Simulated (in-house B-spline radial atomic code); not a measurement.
Configurations of the tellurium ion Te²⁺, with energies counted from [Kr] 4d10 5s2 5p2. All numbers are computed (scalar-relativistic (X2C) B3LYP, spin-polarised, spherical fractional occupations, exact exchange averaged over the configuration; Fermi nucleus of rms radius 4.7423 fm) with an all-electron radial atomic-structure program (B-spline basis), not measured. Shells without spins written out take the highest spin.

Occupations are held fixed; configurations that lie above the ionisation limit could autoionise.

```tsv
configuration	E - E(ref) (eV)	highest orbital	its <r> (bohr)
[Kr] 4d10 5s1 5p2 5d1	21.223	5d up	3.268
[Kr] 4d9 5s2 5p2 6s1	54.427	6s up	4.228
[Kr] 4d9 5s2 5p2 5f1	62.927	5f up	7.193
[Ar] 3d10 4s2 4p5 4d10 5s2 5p2 6f1	140.69	6f up	11.43
[Ar] 3d9 4s2 4p6 4d10 5s2 5p2 5d1	587.38	5d up	3.138
```

Question: Order these further configurations by energy, lowest first.
A. [Kr] 4d10 5s1 5p2 6d1
B. [Ar] 3d10 4s2 4p5 4d10 5s2 5p2 6s1
C. [Kr] 4d9 5s2 5p2 5d1
D. [Kr] 4d9 5s2 5p3
E. [Kr] 4d10 5s2 5p1 6d1

Answer: E (19.436 eV), A (28.518 eV), D (39.813 eV), C (53.654 eV), B (130.11 eV).
